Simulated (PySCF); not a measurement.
The vertical singlet excitations below were computed for one of the candidates. Computed with TDDFT CAM-B3LYP/def2-SVPD, vertical, gas phase, core orbitals frozen in the response (PySCF). Geometries: GFN2-xTB, one conformer each.

```json
{"state": "S1", "E (eV)": "3.81", "λ (nm)": "325.6", "f": "0.0001"}
{"state": "S2", "E (eV)": "4.62", "λ (nm)": "268.2", "f": "0.0010"}
{"state": "S3", "E (eV)": "5.14", "λ (nm)": "241.3", "f": "0.0031"}
{"state": "S4", "E (eV)": "5.27", "λ (nm)": "235.3", "f": "0.128"}
{"state": "S5", "E (eV)": "5.71", "λ (nm)": "217.1", "f": "0.176"}
{"state": "S6", "E (eV)": "6.51", "λ (nm)": "190.5", "f": "0.0005"}
{"state": "S7", "E (eV)": "6.75", "λ (nm)": "183.7", "f": "0.248"}
{"state": "S8", "E (eV)": "7.21", "λ (nm)": "171.9", "f": "0.392"}
```

Triplets computed (Tamm–Dancoff): 3.31, 3.76, 4.23 eV.

Task: Which structure fits?
A. `O=Nc1ccccc1`
B. `O=Cc1cccnc1`
C. `C=PN(CC)CC`

Result: B. Its S1 lies at 3.81 eV; the nearest of the others has S1 at 4.82 eV. S1 is HOMO→LUMO (67%), HOMO-2→LUMO (22%). Löwdin shares by element: HOMO nitrogen 34%, oxygen 29%, carbon 15% or more (atoms not listed hold the other 22%); LUMO carbon 46% or more, oxygen 18% (atoms not listed hold the other 36%). At the same level the other candidates give, for their lowest levels:
- `O=Nc1ccccc1`: 1.40 eV (f 0.000); 4.47 eV (f 0.028); 4.79 eV (f 0.301); 5.46 eV (f 0.000); 5.87 eV (f 0.000); T1 0.56 eV; HOMO -8.11, LUMO -1.91 eV
- `C=PN(CC)CC`: 4.82 eV (f 0.177); 5.74 eV (f 0.009); 5.93 eV (f 0.031); 6.05 eV (f 0.027); 6.55 eV (f 0.023); T1 2.83 eV; HOMO -7.21, LUMO 0.38 eV

The values belong to the conformer `[O:1]=[CH:2][c:3]1[cH:4][cH:5][cH:6][n:7][cH:8]1`: O1–C2–C3–C4 0°.
